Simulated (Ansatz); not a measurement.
Molecule (SMILES): [GaH] (GaH) (closed-shell singlet).
Geometry (B3LYP-D3(BJ)/def2-TZVP, fixed):
```
Ga
H 1 1.6890
```

Basis-set convergence of the dipole moment at PBE with Ansatz (a program for electronic structure). Dipoles come from the density behind the forces; the sign is taken along the dipole that this method gives in the largest set. Cartesian d functions, on some or all atoms, in 6-31G; all else is spherical. The program fits the integrals of some runs and decomposes those of others, by size. No added dispersion term, no relativity. Reference: the value in aug-cc-pV5Z, 0.502 D, itself unsure by roughly 0.001 D (its mean distance from aug-pcseg-3, aug-cc-pVQZ, def2-QZVPPD). Deviations are taken from unrounded values.

| basis | functions | dipole moment (D) | minus reference (D) |
|---|---|---|---|
| 6-31G | 31 | -0.005 | -0.507 |
| def2-SVP | 37 | 0.281 | -0.221 |
| cc-pVTZ | 57 | 0.428 | -0.074 |
| def2-TZVPPD | 71 | 0.491 | -0.011 |
| aug-cc-pVTZ | 82 | 0.489 | -0.013 |
| pcseg-3 | 101 | 0.511 | 0.009 |
| def2-QZVP | 105 | 0.461 | -0.040 |
| aug-cc-pVQZ | 139 | 0.503 | 0.001 |
| aug-pcseg-3 | 142 | 0.504 | 0.002 |

The smallest set listed that lies within 0.05 D of the reference with all its larger relatives (same family, alike in diffuse functions; a set with none counts only in the reference's own line) is def2-TZVPPD (71 functions, -0.011 D off). Inside, with no larger relative to test it: aug-pcseg-3. (Relatives not listed, tested too: def2-QZVPP -0.036, def2-QZVPPD -0.001, pcseg-4 0.005, aug-cc-pV5Z 0.000 D.)
